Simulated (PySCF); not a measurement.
# Exercise with solution: dipole moment from atomic charges

H₄O₃SSn, SMILES [Sn]([OH])([SH])([OH])[OH]. Atoms are numbered in the order given.

```xyz
9

O     -0.6229     1.3656    -1.4530
Sn    -0.2069     0.0263    -0.0730
O     -1.5224     0.4559     1.3345
O     -0.4575    -1.7481    -0.8927
S      2.0334    -0.0650     0.7596
H     -1.1555     2.0802    -1.0808
H     -1.3240     0.0058     2.1646
H     -1.1090    -1.7118    -1.6046
H      2.2208    -1.2359     0.1076
```

Geometry: PBE0-D3(BJ)/def2-SVP. The def2 effective core potentials stand for the cores of Sn; spin–orbit coupling is left out. Other conformers were not sampled.

Charges (e) from PBE/def2-TZVP (PySCF):

| atom | ESP fit | Mulliken |
|---|---|---|
| O1 | -0.673 | -0.616 |
| Sn2 | 0.860 | 1.096 |
| O3 | -0.646 | -0.615 |
| O4 | -0.711 | -0.621 |
| S5 | -0.295 | -0.385 |
| H6 | 0.431 | 0.317 |
| H7 | 0.381 | 0.313 |
| H8 | 0.444 | 0.317 |
| H9 | 0.210 | 0.195 |

The dipole moment of the full density is 0.76 D.

Task: What dipole moment does each set of point charges give, and which comes closer to that of the density?

Result: 
μ = Σ q r, and 1 e Å = 4.8032 D.
ESP fit: Σ q r = (-0.078, -0.050, 0.133) e Å, |μ| = 0.78 D.
Mulliken: Σ q r = (-0.105, -0.105, 0.103) e Å, |μ| = 0.87 D.
ESP fit comes closer in size. Point charges leave out the atoms' own dipoles (lone pairs, polarised bonds); fits to the potential absorb them, partitions of the density don't.
